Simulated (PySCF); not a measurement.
## Frontier levels across methods

Compound: C₂H₈O₂Si.
Numbering: `[CH3:1][Si:2]([CH3:3])([OH:4])[OH:5]` (hydrogens: H6, H7, H8 on C1; H9, H10, H11 on C3; H12 on O4; H13 on O5)

Geometry (PBE0-D3(BJ)/def2-SVP, Å), atoms numbered from 1 in this order:
```
atom  x, y, z in Å
C1    -1.487    0.593    0.112
Si2    0.099   -0.375   -0.122
C3     1.596    0.715    0.027
O4     0.133   -1.626    0.989
O5     0.184   -1.064   -1.635
H6    -1.531    1.075    1.102
H7    -2.376   -0.050    0.007
H8    -1.564    1.388   -0.647
H9     1.623    1.455   -0.788
H10    2.514    0.112   -0.031
H11    1.602    1.259    0.985
H12   -0.517   -1.584    1.694
H13   -0.284   -1.899   -1.730
```

Basis pcSseg-2 throughout (PySCF), one geometry. Geometry: PBE0-D3(BJ)/def2-SVP, one conformer, isolated molecule.

Task: How do the orbital energies, the gap and the dipole change with the method?

Result: 
```json
{"method": "BLYP", "kind": "GGA", "HOMO (eV)": "-6.59", "LUMO (eV)": "-0.64", "gap (eV)": "5.94", "μ (D)": "2.06", "SCF cycles": "15"}
{"method": "OPBE", "kind": "GGA", "HOMO (eV)": "-6.60", "LUMO (eV)": "-0.42", "gap (eV)": "6.19", "μ (D)": "2.01", "SCF cycles": "16"}
{"method": "PBE", "kind": "GGA", "HOMO (eV)": "-6.67", "LUMO (eV)": "-0.61", "gap (eV)": "6.06", "μ (D)": "2.06", "SCF cycles": "16"}
{"method": "B97-D", "kind": "GGA", "HOMO (eV)": "-6.69", "LUMO (eV)": "-0.46", "gap (eV)": "6.22", "μ (D)": "2.05", "SCF cycles": "16"}
{"method": "BP86", "kind": "GGA", "HOMO (eV)": "-6.78", "LUMO (eV)": "-0.47", "gap (eV)": "6.30", "μ (D)": "2.06", "SCF cycles": "15"}
{"method": "KT2", "kind": "GGA", "HOMO (eV)": "-6.78", "LUMO (eV)": "-0.65", "gap (eV)": "6.13", "μ (D)": "2.00", "SCF cycles": "16"}
{"method": "KT3", "kind": "GGA", "HOMO (eV)": "-6.80", "LUMO (eV)": "-0.79", "gap (eV)": "6.01", "μ (D)": "1.98", "SCF cycles": "16"}
{"method": "LDA", "kind": "LDA", "HOMO (eV)": "-6.81", "LUMO (eV)": "-0.72", "gap (eV)": "6.09", "μ (D)": "2.14", "SCF cycles": "15"}
{"method": "B97-2", "kind": "global hybrid", "HOMO (eV)": "-7.85", "LUMO (eV)": "0.16", "gap (eV)": "8.02", "μ (D)": "2.13", "SCF cycles": "13"}
{"method": "B3LYP", "kind": "global hybrid", "HOMO (eV)": "-7.91", "LUMO (eV)": "-0.21", "gap (eV)": "7.70", "μ (D)": "2.15", "SCF cycles": "13"}
{"method": "PBE0", "kind": "global hybrid", "HOMO (eV)": "-8.12", "LUMO (eV)": "0.12", "gap (eV)": "8.24", "μ (D)": "2.15", "SCF cycles": "12"}
{"method": "mPW1PW91", "kind": "global hybrid", "HOMO (eV)": "-8.15", "LUMO (eV)": "0.13", "gap (eV)": "8.27", "μ (D)": "2.15", "SCF cycles": "12"}
{"method": "BHandHLYP", "kind": "global hybrid", "HOMO (eV)": "-9.49", "LUMO (eV)": "0.62", "gap (eV)": "10.11", "μ (D)": "2.24", "SCF cycles": "12"}
{"method": "CAM-B3LYP", "kind": "range-separated hybrid", "HOMO (eV)": "-9.55", "LUMO (eV)": "0.77", "gap (eV)": "10.32", "μ (D)": "2.21", "SCF cycles": "12"}
{"method": "wB97X-D", "kind": "range-separated hybrid", "HOMO (eV)": "-10.01", "LUMO (eV)": "1.83", "gap (eV)": "11.84", "μ (D)": "2.18", "SCF cycles": "12"}
{"method": "LC-wPBE", "kind": "range-separated hybrid", "HOMO (eV)": "-10.88", "LUMO (eV)": "1.97", "gap (eV)": "12.85", "μ (D)": "2.24", "SCF cycles": "12"}
{"method": "HF", "kind": "Hartree–Fock", "HOMO (eV)": "-11.56", "LUMO (eV)": "2.28", "gap (eV)": "13.84", "μ (D)": "2.32", "SCF cycles": "10"}
```

The HOMO spans 4.97 eV, from BLYP down to HF, and the gap runs from 5.94 eV (BLYP) to 13.84 eV (HF). Over the methods BLYP (0 %), OPBE (0 %), PBE (0 %), B97-D (0 %), BP86 (0 %), KT2 (0 %), KT3 (0 %), LDA (0 %), B97-2 (21 %), B3LYP (20 %), PBE0 (25 %), mPW1PW91 (25 %), BHandHLYP (50 %), HF (100 %), a straight line through the gap against the share of exact exchange rises by 0.78 eV for each 10 % (correlation coefficient 0.998). The dipole ranges from 1.98 D (KT3) to 2.32 D (HF). This basis has no diffuse functions.

The vertical ΔSCF ionisation energy at wB97X-D/def2-SVPD is 10.30 eV; −ε(HOMO) comes closest to it with wB97X-D (10.01 eV).
